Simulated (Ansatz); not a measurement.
Reaction (isomerisation): `C#CC[CH2][GeH3]` → `C=C=C[CH2][GeH3]`

Program: Ansatz. Geometries: PBE0-D4/def2-TZVP. ΔE: electronic, gas phase. CCSD(T)/CBS adds triple-zeta CCSD(T) − MP2 to the extrapolated MP2 energy (def2 sets, frozen cores). Functionals use def2-TZVPP. B3LYP here is the variant with VWN-RPA as its local correlation; programs differ in this. For Ge outer-core shells are correlated without core-valence functions, which leaves a few kJ/mol of doubt a bond. Scalar relativity is left out up to krypton. One conformer a species, not always the lowest.

Is it downhill or uphill in electronic energy at CCSD(T)/CBS, and by how much? (An estimate is asked.)

Ansatz gave: Downhill: ΔE = -0.07 eV.

What do these levels give: PBE-D4, PBE0-D4, B3LYP-D4, B3LYP, HF/def2-TZVPP, CCSD/def2-TZVPP? (Estimate.)

The calculation gave: PBE-D4 -0.32, PBE0-D4 -0.25, B3LYP-D4 -0.26, B3LYP -0.25, HF/def2-TZVPP -0.07, CCSD/def2-TZVPP -0.06 eV.

Largest T1 diagnostic among the species: 0.012.

From PBE to PBE0 (25 % exact exchange), in def2-TZVPP and without D4, ΔE moves by +0.07 eV.
